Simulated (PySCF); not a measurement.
Compound: BrH₅Si₂.
Geometry (PBE0-D3(BJ)/def2-SVP, Å), atoms numbered from 1 in this order:
```xyz
8
BrH5Si2 angstrom
Si     0.1930   -0.2981    0.1564
Si    -2.0901   -0.8060    0.3027
Br    -3.2202    0.5602   -1.0622
H      0.9603   -1.1936    1.0779
H      0.6654   -0.5098   -1.2442
H      0.4146    1.1245    0.5524
H     -2.6144   -0.6014    1.6847
H     -2.3738   -2.2084   -0.1212
```

The computed photoelectron lines, unassigned: Si 1s: 1846.56 (area 1), 1847.30 (area 1) eV; Si 2p3/2: 106.88 (area 1), 107.49 (area 1) eV.

Theory: PySCF, delta-SCF UKS SCAN, pcX-2 on the ionised atom, pcseg-1 elsewhere, spin-free X2C. Isolated species at its PBE0-D3(BJ)/def2-SVP geometry, gas phase.

(1) Order the silicon atoms by Si 1s binding energy.

(2) Which silicon gives which Si 2p3/2 line?

Answers

(1) 1846.56 eV: Si1 (SiH3 silicon); 1847.30 eV: Si2 (SiH2 silicon). The listed Si 1s values span 0.74 eV, from Si1 (bonded to 3 H and Si) to Si2 (bonded to Br, 2 H and Si). Summing the Pauling electronegativity differences to the bonded atoms, each weighted by its formal bond order, gives +0.90 for the lowest site and +1.66 for the highest.

(2) 106.88 eV: Si1 (SiH3 silicon); 107.49 eV: Si2 (SiH2 silicon). Lowest listed Si 2p3/2: Si1, bonded to 3 H and Si. Highest, 0.61 eV above it: Si2, bonded to Br, 2 H and Si. Summing the Pauling electronegativity differences to the bonded atoms, each weighted by its formal bond order, gives +0.90 for the lowest site and +1.66 for the highest.

Bonded neighbours of each site: Si1: 3 H and Si; Si2: Br, 2 H and Si.

Question: Which photon energy gives electrons from Si 1s of Si2 a kinetic energy of 150 eV, and what is their de Broglie wavelength?

Answer: hν = 1847.30 + 150 = 1997.30 eV, recoil neglected; λ = 12.264 Å/√(E/eV) = 1.00 Å.

The 2p values add to the ΔSCF energy of one spin-free hole a correction within the shell (spin–orbit coupling, ligand field). 2p1/2 minus 2p3/2 (ligand field included): Si 0.62 eV. No level of bromine is listed.
